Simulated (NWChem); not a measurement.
Molecule: SiH2O2ClF; SMILES O[Si](O)(F)Cl

```xyz
7

O      0.2995    -1.0162     1.4242
Si    -0.0172    -0.3257    -0.0251
O     -1.5010    -0.7837    -0.5154
F      1.1176    -0.7803    -1.0748
Cl     0.0448     1.7082     0.0247
H      1.1841    -0.9295     1.7914
H     -1.7914    -1.6625    -0.2521
```
Atoms are numbered in this order, from 1.

Level: PBE0/def2-SVP (NWChem), optimised geometry, unscaled harmonic frequencies. 

### Question
List the harmonic frequencies with IR intensities, and the thermochemistry.

### Answer
```csv
frequency (cm⁻¹),IR intensity (km/mol)
119,127.6
168,18.4
236,0.5
263,62.7
324,37.3
336,31.4
345,70.6
571,119.5
777,120.3
794,200.5
874,207.3
982,194.1
1025,176.9
3933,158.2
3940,129.1
```

The zero-point energy is 21.0 kcal/mol and the thermal correction to the enthalpy at 298.15 K (with zero-point energy) is 25.8 kcal/mol. The heat capacity Cv comes out as 21.8 cal/(mol K) and the entropy at 298.15 K and 1 atm (symmetry number 1) is 81.2 cal/(mol K). The dipole moment is 2.33 D.

Rigid rotor and harmonic oscillator.
